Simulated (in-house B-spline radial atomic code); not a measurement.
Values are calculated unless marked as measured or tabulated.
# Br ion on C atom: potential, deflection and energy transfer

The pair potential comes from two frozen, spherical free-atom densities (PBE, B-spline radial code, scalar-relativistic past argon): electrostatics plus the change in Thomas-Fermi kinetic and Dirac exchange energy where they overlap, the recipe behind the universal ZBL potential, which averages such potentials (from solid-state densities) over many pairs. It is written V = (Z1 Z2 e²/r) φ(r/a), with e² = 14.3996 eV·Å and a = 0.46850 Å/(Z1^0.23 + Z2^0.23); ZBL's fit is φ = 0.18175 e^(−3.1998x) + 0.50986 e^(−0.94229x) + 0.28022 e^(−0.4029x) + 0.02817 e^(−0.20162x). Where φ falls below 4e-4 it is continued as an exponential.

Masses 79.9 and 12.01 u.

```json
{"x = r/a": "0.1", "φ, this pair": "0.889", "φ, ZBL": "0.8928"}
{"x = r/a": "0.5", "φ, this pair": "0.6181", "φ, ZBL": "0.6096"}
{"x = r/a": "1.5", "φ, this pair": "0.3085", "φ, ZBL": "0.2995"}
{"x = r/a": "3", "φ, this pair": "0.1346", "φ, ZBL": "0.1292"}
{"x = r/a": "5", "φ, this pair": "0.05671", "φ, ZBL": "0.05224"}
{"x = r/a": "8", "φ, this pair": "0.01947", "φ, ZBL": "0.01705"}
{"x = r/a": "12", "φ, this pair": "0.004992", "φ, ZBL": "0.00474"}
{"x = r/a": "17", "φ, this pair": "0.001109", "φ, ZBL": "0.001212"}
```

(1) At x = 0.5 the electrostatic, kinetic and exchange parts are 25541.48, 4755.87 and -173.1 eV. Find r, V and φ.

(2) The ion comes in at 186.5 keV with impact parameter 0.0620 Å. The scattering integral gives a centre-of-mass angle of 63.67° and a closest approach of 0.8023 a. What are the reduced energy, the energy passed on and the laboratory angles?

Results:

(1) a = 0.46850/(2.2654 + 1.5100) = 0.12409 Å, so r = 0.06205 Å. V = 25541.48 + 4755.87 + (-173.1) = 30124.25 eV. The bare repulsion is 35 × 6 × 14.3996/0.06205 = 48736 eV, so φ = 0.6181, +1.4 % against ZBL's 0.6096. The kinetic (Pauli) term is 16 % of V here.

(2) ε = E a M2/(Z1 Z2 e² (M1 + M2)) = 186500 × 5.3625e-06 = 1. The most that one collision can pass on is γE with γ = 4 M1 M2/(M1 + M2)² = 0.4544. Here T = γE sin²(θ/2) = 0.4544 × 186500 × 0.2783 = 23580 eV. The ion turns by arctan(sin θ/(cos θ + M1/M2)) = 7.2°, and the struck atom leaves at (180° − θ)/2 = 58.2°. The closest approach is 0.100 Å. With ZBL the angle would be 63.04° and T = 23160 eV.
